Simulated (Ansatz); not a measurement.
Two isomers of C3H9NSi: A = `CC(C)[Si]N`, B = `C=NC[SiH2]C`.

Computed with Ansatz on PBE0-D4/def2-TZVP structures; ΔE is electronic, products minus reactants. CCSD(T)/CBS adds triple-zeta CCSD(T) − MP2 to the extrapolated MP2 energy (def2 sets, frozen cores). Functionals use def2-TZVPP. B3LYP here is the variant with VWN-RPA as its local correlation; programs differ in this. One conformer a species, not always the lowest.

Question: Which is lower in electronic energy at CCSD(T)/CBS, and by how much? (Estimate.)

Answer: The calculation gave: A, by 60.8 kJ/mol.

Question: Give E(B) − E(A) in kJ/mol with r2SCAN-D4, B2PLYP, ωB97M-V, B3LYP-D4, CCSD(T)/def2-SVP, PBE0-D4, CCSD/def2-TZVPP. (Estimate.)

Answer: Ansatz gave: r2SCAN-D4 48.3, B2PLYP 50.6, ωB97M-V 64.5, B3LYP-D4 52.0, CCSD(T)/def2-SVP 51.2, PBE0-D4 59.7, CCSD/def2-TZVPP 57.4. None reverses the order clearly.

Question: Does the order hold for the free energy at 298.15 K (harmonic terms from PBE0-D4)? (Estimate.)

Answer: The calculation gave: Yes: G(B) − G(A) = +39.7 kJ/mol, for one conformer each. Modes under 60 cm⁻¹, often nearly free rotors, make the harmonic entropy too high.

Largest T1 diagnostic: 0.012.

From r2SCAN to r2SCAN0 (25 % exact exchange), in def2-TZVPP and without D4, E(B) − E(A) moves by +6.5 kJ/mol. At CCSD(T), def2-SVP lies −9.5 kJ/mol from the extrapolated value and def2-TZVPP −3.9 kJ/mol.
